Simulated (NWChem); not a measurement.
System: CH$_{4}$OZn; SMILES C[O][ZnH]

NWChem input:

```
start job
memory heap 200 mb stack 900 mb global 1100 mb
geometry units angstroms
  Zn    -0.070598     0.048986     0.730912
  H      0.158406    -0.351287     2.106117
  O      0.210905    -0.216020    -0.910671
  C      0.077663     0.028990    -2.275726
  H      0.394364     1.064682    -2.533815
  H      0.725680    -0.669484    -2.818114
  H     -0.938493    -0.111255    -2.610774
end
basis spherical
  * library def2-svp
end
dft
  xc pbe0
  iterations 150
end
driver
  maxiter 120
end
task dft optimize
task dft freq
```

Output (shortened):

```
             Northwest Computational Chemistry Package (NWChem) 7.3.0
             --------------------------------------------------------

 C1  symmetry detected

                             Geometry "geometry" -> ""
                             -------------------------

 Output coordinates in angstroms (scale by  1.889725989 to convert to a.u.)

  No.       Tag          Charge          X              Y              Z
 ---- ---------------- ---------- -------------- -------------- --------------
    1 Zn                  30.0000    -0.03867606    -0.83676560    -0.00054236
    2 H                    1.0000     0.50064471    -2.18322797    -0.00526167
    3 O                    8.0000     0.24304339     0.82602392     0.00511884
    4 C                    6.0000    -0.11426012     2.17263815    -0.00596293
    5 H                    1.0000    -0.77075686     2.42427726     0.85731984
    6 H                    1.0000     0.79875272     2.77417072     0.07492471
    7 H                    1.0000    -0.62714512     2.44372768    -0.91588506

 Effective nuclear repulsion energy (a.u.)     167.8180255751

                                Z-matrix (autoz)
                                --------

 Units are Angstrom for bonds and degrees for angles

      Type          Name      I     J     K     L     M      Value
      ----------- --------  ----- ----- ----- ----- ----- ----------
    1 Stretch                  1     2                       1.45047
    2 Stretch                  1     3                       1.68650
    3 Stretch                  3     4                       1.39325
    4 Stretch                  4     5                       1.11336
    5 Stretch                  4     6                       1.09635
    6 Stretch                  4     7                       1.07912
    7 Bend                     1     3     4               155.51541
    8 Bend                     2     1     3               148.55571
    9 Bend                     3     4     5               111.31547
   10 Bend                     3     4     6               108.43014
   11 Bend                     3     4     7               111.80185
   12 Bend                     5     4     6               108.04923
   13 Bend                     5     4     7               108.46839
   14 Bend                     6     4     7               108.67388
   15 Torsion                  1     3     4     5          58.12798
   16 Torsion                  1     3     4     6         176.85221
   17 Torsion                  1     3     4     7         -63.36000
   18 Torsion                  2     1     3     4         178.43508

                           NWChem Geometry Optimization
                           ----------------------------

 maximum gradient threshold         (gmax) =   0.000450
 rms gradient threshold             (grms) =   0.000300
 maximum cartesian step threshold   (xmax) =   0.001800
 rms cartesian step threshold       (xrms) =   0.001200
 fixed trust radius                (trust) =   0.300000
 source of zmatrix                         =   autoz

          -------------------
          Energy Minimization
          -------------------

 Using diagonal initial Hessian
 Scaling for Hessian diagonals: bonds = 1.00  angles = 0.25  torsions = 0.10

          --------
          Step   0

                                 NWChem DFT Module
                                 -----------------

 Summary of "ao basis" -> "ao basis" (spherical)
 ------------------------------------------------------------------------------
       Tag                 Description            Shells   Functions and Types
 ---------------- ------------------------------  ------  ---------------------
 Zn                         def2-svp                11       31   5s3p2d1f
 H                          def2-svp                 3        5   2s1p
 O                          def2-svp                 6       14   3s2p1d
 C                          def2-svp                 6       14   3s2p1d

            General Information
            -------------------
          SCF calculation type: DFT
          Wavefunction type:  closed shell.
          No. of atoms     :     7
          No. of electrons :    48
           Alpha electrons :    24
            Beta electrons :    24
          Charge           :     0
          Spin multiplicity:     1
          Use of symmetry is: off; symmetry adaption is: off
          Maximum number of iterations: 150
          AO basis - number of functions:    79
                     number of shells:    35
          Convergence on energy requested:  1.00D-06
          Convergence on density requested:  1.00D-05
          Convergence on gradient requested:  5.00D-04

[...]

      ----------------------
      Optimization converged
      ----------------------

  Step       Energy      Delta E   Gmax     Grms     Xrms     Xmax
  ---- ---------------- -------- -------- -------- -------- --------
@    8   -1894.38856278 -9.9D-07  0.00016  0.00005  0.00067  0.00162
                                     ok       ok       ok       ok

                                Z-matrix (autoz)
                                --------

 Units are Angstrom for bonds and degrees for angles

      Type          Name      I     J     K     L     M      Value     Gradient
      ----------- --------  ----- ----- ----- ----- ----- ---------- ----------
    1 Stretch                  1     2                       1.51766   -0.00016
    2 Stretch                  1     3                       1.77054    0.00015
    3 Stretch                  3     4                       1.38342    0.00004
    4 Stretch                  4     5                       1.11097   -0.00001
    5 Stretch                  4     6                       1.10702   -0.00003
    6 Stretch                  4     7                       1.11100    0.00002
    7 Bend                     1     3     4               130.78637    0.00001
    8 Bend                     2     1     3               174.84697    0.00002
    9 Bend                     3     4     5               113.74492   -0.00001
   10 Bend                     3     4     6               109.96833   -0.00002
   11 Bend                     3     4     7               113.57078   -0.00001
   12 Bend                     5     4     6               106.21633    0.00001
   13 Bend                     5     4     7               106.56564    0.00001
   14 Bend                     6     4     7               106.24628    0.00002
   15 Torsion                  1     3     4     5          58.54956   -0.00002
   16 Torsion                  1     3     4     6         177.52558   -0.00002
   17 Torsion                  1     3     4     7         -63.57472   -0.00002
   18 Torsion                  2     1     3     4         178.79268   -0.00001

                         Geometry "geometry" -> "geometry"
                         ---------------------------------

 Output coordinates in angstroms (scale by  1.889725989 to convert to a.u.)

[...]

 Rotational Constants
 --------------------
 A=   2.070080 cm-1  (  2.978317 K)
 B=   0.130286 cm-1  (  0.187449 K)
 C=   0.125489 cm-1  (  0.180547 K)

 Temperature                      =   298.15K
 frequency scaling parameter      =   1.0000

 Zero-Point correction to Energy  =   29.642 kcal/mol  (  0.047238 au)
 Thermal correction to Energy     =   32.743 kcal/mol  (  0.052180 au)
 Thermal correction to Enthalpy   =   33.336 kcal/mol  (  0.053124 au)

 Total Entropy                    =   71.223 cal/mol-K
   - Translational                =   39.577 cal/mol-K (mol. weight =  95.9553)
   - Rotational                   =   23.371 cal/mol-K (symmetry #  =        1)
   - Vibrational                  =    8.274 cal/mol-K

 Cv (constant volume heat capacity) =   14.400 cal/mol-K
   - Translational                  =    2.979 cal/mol-K
   - Rotational                     =    2.979 cal/mol-K
   - Vibrational                    =    8.441 cal/mol-K

[normal modes left out]

 ----------------------------------------------------------------------------
 Normal Eigenvalue ||           Projected Infra Red Intensities
  Mode   [cm**-1]  || [atomic units] [(debye/angs)**2] [(KM/mol)] [arbitrary]
 ------ ---------- || -------------- ----------------- ---------- -----------
    1       -0.000 ||    0.002437           0.056         2.376       0.517
    2       -0.000 ||    0.000018           0.000         0.017       0.004
    3       -0.000 ||    0.003032           0.070         2.956       0.643
    4       -0.000 ||    0.000326           0.008         0.318       0.069
    5        0.000 ||    0.000136           0.003         0.133       0.029
    6        0.000 ||    0.000308           0.007         0.300       0.065
    7       92.626 ||    0.002265           0.052         2.208       0.480
    8      162.451 ||    0.001574           0.036         1.534       0.334
    9      454.046 ||    0.102109           2.356        99.541      21.651
   10      469.632 ||    0.105449           2.433       102.797      22.360
   11      592.384 ||    0.037833           0.873        36.881       8.022
   12     1174.146 ||    0.000521           0.012         0.508       0.110
   13     1184.097 ||    0.058370           1.347        56.902      12.377
   14     1226.322 ||    0.224592           5.182       218.943      47.623
   15     1473.824 ||    0.001610           0.037         1.570       0.341
   16     1475.944 ||    0.000969           0.022         0.945       0.205
   17     1483.894 ||    0.049979           1.153        48.722      10.598
   18     1934.533 ||    0.092497           2.134        90.171      19.613
   19     2955.284 ||    0.145421           3.355       141.764      30.835
   20     3010.646 ||    0.093233           2.151        90.888      19.769
   21     3055.183 ||    0.067696           1.562        65.994      14.354
 ----------------------------------------------------------------------------
```

Level: PBE0/def2-SVP.
